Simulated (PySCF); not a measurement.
# Polarisability and C₆ of In (indium, neutral)

[Kr] 4d10 5s1 5p2, high-spin 4P determinant (an excited configuration). Calculation: PySCF 2.14, in aug-cc-pV5Z-PP with ECP28MDF; scalar relativity through the core potential. Coupled (time-dependent) response in atomic units; α is the mean over directions.

| method | mean α (bohr³) | α xx, yy, zz | C₆ (like pair) | S(−4) |
| --- | --- | --- | --- | --- |
| UHF | 67.42 | 56.56, 72.84, 72.84 | 731.1 | 1866 |

S(−4) is the Cauchy moment in α(ω) = α(0) + S(−4) ω² + …

Spin-orbit coupling is absent.

α(iu) at UHF:

```tsv
u (hartree)	α(iu) (bohr³)
0	67.42
0.0500	63.12
0.100	53.45
0.200	34.65
0.300	22.97
0.500	12.19
0.750	7.170
1.00	4.952
1.50	2.965
2.00	2.046
3.00	1.166
5.00	0.5220
```

The components differ because the open shell of this determinant is not spherical; for a pure term their mean is the scalar polarisability.

Energies and moments cover only the electrons outside the core potential.
